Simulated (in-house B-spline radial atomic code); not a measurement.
The numbers below are computed, except where a source is named.
## Making a Troullier-Martins p channel for Sb, r_c = 0.58 bohr

Sb, [Kr] 4d10 5s2 5p3, non-relativistic PBE, spherical and spin-unpolarised, from a B-spline radial code for spherical atoms (atomic units). The all-electron 4p level is ε = -3.653662 hartree, its outermost node lies just inside 0.41 bohr and its outer maximum at 0.77 bohr.

Inside r_c the pseudo-orbital is u(r) = r^2 exp(p(r)), with p = c0 + c2 r² + c4 r⁴ + … + c12 r¹². The seven coefficients follow from p and its first four derivatives at r_c, from zero curvature of the screened potential at the origin, c4 = −c2²/(2l + 5), and from the norm inside r_c. At r_c the all-electron orbital has P = 0.9399406, P' = 3.470164, the screened potential V = -18.61256, V' = 62.69625, V'' = -265.7229, and the norm inside is Q = 0.1377873.

Task: What are p, p' and p'' at r_c?

Result: p = ln(P/r_c^2) = ln(0.9399406/0.3364) = 1.02752. p' = P'/P − 2/r_c = 3.69190 − 3.44828 = 0.24362. The radial equation gives p'' = 2(V − ε) − 2(2) p'/r_c − p'² = -29.91780 − (1.68015) − 0.05935 = -31.65729. Differentiating, p''' = 2V' + 2(2)p'/r_c² − 2(2)p''/r_c − 2p'p'' = 362.04, and p'''' = 2V'' − 4(2)p'/r_c³ + 4(2)p''/r_c² − 2(2)p'''/r_c − 2p''² − 2p'p''' = -5971.9.

For a trial c2 the five matching conditions are linear in c0, c6, c8, c10 and c12, and c2 is varied until the norm inside r_c equals Q. The root nearest zero gives:

```tsv
n	c_n
0	3.895831
2	-28.68397
4	-117.5386
6	2208.733
8	-9423.263
10	17008.79
12	-11453.51
```

Task: Check c4 and p(r_c), and find the screened pseudopotential at the origin.

Result: −c2²/7 = -117.539, as listed. The terms c_n r_c^n are 3.89583, -9.64929, -13.30125, 84.08357, -120.67721, 73.27458, -16.59872, which sum to 1.02752. Inverting the radial equation, V_l(r) = ε + 2 p'/r + (p'' + p'²)/2, so V_l(0) = ε + (2l + 3) c2 = -3.653662 + 5 × (-28.684) = -147.0735 hartree, finite where the all-electron potential diverges.

Orbitals and screened potentials:

```csv
r (bohr),P,u,V all-electron,V pseudo
0.058,0.4486,0.1501,-677.3,-146.1
0.145,-0.1545,0.5474,-199.9,-118.5
0.232,-0.6764,0.5284,-97.22,-38.28
0.319,-0.4933,0.3551,-57.06,21.3
0.406,0.02719,0.3488,-37.08,36.86
0.493,0.5534,0.5827,-25.59,10.68
0.58,0.9399,0.9399,-18.61,-18.61
```

Logarithmic derivatives P'/P at R = 0.88 bohr, for energies E around ε:

```
E − ε (hartree)  all-electron     pseudo
           -0.5     -0.415115  -0.420377
          -0.25     -0.598618  -0.600181
           -0.1     -0.712729  -0.713098
              0     -0.790569  -0.790692
            0.1     -0.869879  -0.870281
           0.25     -0.991716  -0.993706
            0.5       -1.2029   -1.21155
```

Task: With P(R) = 1.186489 and a norm of 0.5530128 inside R, what slope in energy does norm conservation fix?

Result: d(P'/P)/dE = −2 × (norm inside R)/P(R)² = -0.7857 per hartree·bohr at E = ε, for both atoms, since orbital and norm agree at R. Differences over ±0.1 hartree give -0.7858 (all-electron) and -0.7859 (pseudo), which also hold third-order terms. Half a hartree below ε the two curves differ by -0.0053.
